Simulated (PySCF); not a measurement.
## Calculated data, B3H6Si

All values are calculated (PySCF 2.14.0). Calculation on a computer-drawn molecule: optimised geometry and harmonic frequencies of an isolated molecule of the commonest isotopes, restricted reference for singlets and unrestricted otherwise, frozen core in MP2.

```yaml
- formula: B3H6Si
  start_structure:
    atoms_angstrom:
      - [B, 0.025, 0.1686, -1.423]
      - [Si, 0.1206, -1.1215, 0.0253]
      - [B, -1.4945, -1.6851, 0.9169]
      - [B, 1.8058, -1.7254, 0.7553]
      - [H, 0.0763, 1.3151, -1.2756]
      - [H, -0.0649, -0.2784, -2.5488]
      - [H, -2.1275, -2.6447, 0.5853]
      - [H, -1.9778, -1.0976, 1.8303]
      - [H, 2.2463, -2.7597, 0.2731]
      - [H, 2.3892, -1.2275, 1.5643]
  given:
    charge: 1
    multiplicity: 1
    method: HF
    basis: "cc-pV(D+d)Z"
    drawn_bonds_atom: [1, 2, 2, 1, 1, 3, 3, 4, 4]
    drawn_bonds_other_atom: [2, 3, 4, 5, 6, 7, 8, 9, 10]
    drawn_bonds_order: [1, 1, 1, 1, 1, 1, 1, 1, 1]
  results:
    optimised_atom_element: [B, Si, B, B, H, H, H, H, H, H]
    "optimised_atom_x [angstrom]": [0.03054, 0.09989, -1.622, 1.891, 0.07505, -0.05276, -2.167, -2.039, 2.328, 2.455]
    "optimised_atom_y [angstrom]": [0.1862, -1.106, -1.707, -1.797, 1.355, -0.2595, -2.683, -1.067, -2.798, -1.181]
    "optimised_atom_z [angstrom]": [-1.498, 0.06962, 0.9688, 0.74, -1.273, -2.599, 0.5581, 1.882, 0.2654, 1.59]
    "modes_frequency [cm^-1]": [151.1, 151.1, 158.1, 240.1, 240.3, 249.5, 519.4, 542.6, 542.7, 648.6, 648.7, 734.9, 859.9, 960.1, 960.2, 1200, 1201, 1216, 2729, 2729, 2734, 2849, 2849, 2852]
    "modes_reduced_mass [dalton]": [3.141, 3.141, 2.406, 1.016, 1.016, 1.008, 4.371, 1.175, 1.175, 6.309, 6.308, 1.508, 1.275, 1.398, 1.398, 1.116, 1.116, 1.122, 1.045, 1.045, 1.047, 1.129, 1.129, 1.132]
    "rotational_constants [GHz]": [5.303, 5.3, 2.849]
    "total_energy [hartree]": -366.1233
    "convergence_status_largest_gradient_component [hartree/bohr]": 2.679e-05
```
